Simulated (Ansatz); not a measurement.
Geometry optimisation, RKS PBE0-D4/def2-SVP (Ansatz).

input.yaml

```yaml
crystal:
  periodic: [false, false, false]
  atoms:
    - { symbol: Sn, position_ang: [-0.019879, 0.589273, -0.436338] }
    - { symbol: H, position_ang: [0.839589, -0.643893, 2.097057] }
    - { symbol: O, position_ang: [1.574799, -0.487866, -0.870722] }
    - { symbol: H, position_ang: [2.047655, -0.80725, -0.09369] }
    - { symbol: H, position_ang: [-0.43024, 1.322673, -1.915339] }
    - { symbol: H, position_ang: [-1.223324, -0.306533, 0.37474] }
    - { symbol: Cl, position_ang: [0.657453, 2.331791, 1.061225] }
    - { symbol: H, position_ang: [0.921647, 0.056306, 2.238366] }
basis:
  gaussian: { orbitals: def2-SVP }
hamiltonian:
  xc: pbe0
  dispersion: d4
relax:
  f_tol: 0.03
  max_steps: 50
```

Launched with:

```bash
$ ansatz run input.yaml --threads 2 --pin off --max-ram 3072MiB --backend cpu --events-out ev --progress --plain --runs-dir out
```

Q: Where does it end, and by what steps?

A: The forces met the threshold. The force dipped under the threshold on the way, but the program's further checks kept it going. After 24 steps the energy has fallen by 0.127 eV; H2 moved furthest, 1.06 Å.

```tsv
step	energy less start (eV)	largest force component (eV/Å)	accepted
0	0.0000	1.812	yes
1	-0.0938	0.078	yes
2	-0.1132	0.194	yes
3	-0.1166	0.060	yes
4	-0.1162	0.103	no
5	-0.1171	0.016	yes
6	-0.1179	0.043	yes
7	-0.1184	0.010	yes
8	-0.1193	0.084	yes
9	-0.1198	0.097	yes
10	-0.1205	0.058	yes
11	-0.1211	0.086	yes
12	-0.1218	0.206	yes
13	-0.1223	0.178	yes
14	-0.1230	0.126	yes
15	-0.1238	0.115	yes
16	-0.1243	0.156	yes
17	-0.1248	0.121	yes
18	-0.1253	0.074	yes
19	-0.1261	0.059	yes
20	-0.1243	0.241	no
21	-0.1266	0.064	yes
22	-0.1267	0.082	yes
23	-0.1269	0.056	yes
24	-0.1270	0.024	yes
```

```xyz
8
Properties=species:S:1:pos:R:3
Sn -0.186 0.700 -0.708
H 1.721 -0.780 2.666
O 1.332 -0.559 -0.676
H 1.519 -0.888 0.211
H -0.042 1.541 -2.179
H -1.661 -0.090 -0.363
Cl 0.165 2.212 1.071
H 1.519 -0.082 2.433
```

Run time: 52 s on 2 threads of Arm Neoverse V1 (shared host), peak memory 0.17 GiB.
